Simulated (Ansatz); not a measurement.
Reactions of `[OH][Sc]([OH])[O][SiH3]`.

Program: Ansatz. Geometries: PBE0-D4/def2-TZVP. ΔE: electronic, gas phase. CCSD(T)/CBS adds triple-zeta CCSD(T) − MP2 to the extrapolated MP2 energy (def2 sets, frozen cores). This one scheme is used for every species. Functionals use def2-TZVPP. For Sc outer-core shells are correlated without core-valence functions, which leaves a few kJ/mol of doubt a bond. Scalar relativity is left out up to krypton. Each species was taken in one conformer, which may not be the lowest.

```json
{"reaction": "`[OH][Sc]([OH])[O][SiH3]` + CH₄ → `[CH3][Sc]([OH])[OH]` + silanol", "B2PLYP (kJ/mol)": "231"}
{"reaction": "`[OH][Sc]([OH])[O][SiH3]` + `O[SiH2]F` → `F[SiH2]O[SiH3]` + `[OH][Sc]([OH])[OH]`", "B2PLYP (kJ/mol)": "12"}
{"reaction": "`[OH][Sc]([OH])[O][SiH3]` + H₂O → `[OH][Sc]([OH])[OH]` + silanol", "B2PLYP (kJ/mol)": "28"}
{"reaction": "`[OH][Sc]([OH])[O][SiH3]` + CH₃OH → `C[O][Sc]([OH])[OH]` + silanol", "B2PLYP (kJ/mol)": "21"}
```

**Question.** Give the CCSD(T)/CBS values in the same order. (Estimate.)

**Answer.** Computed: 225, 13, 35, 24 kJ/mol.

Largest T1 diagnostic: 0.016, for `[OH][Sc]([OH])[OH]`.
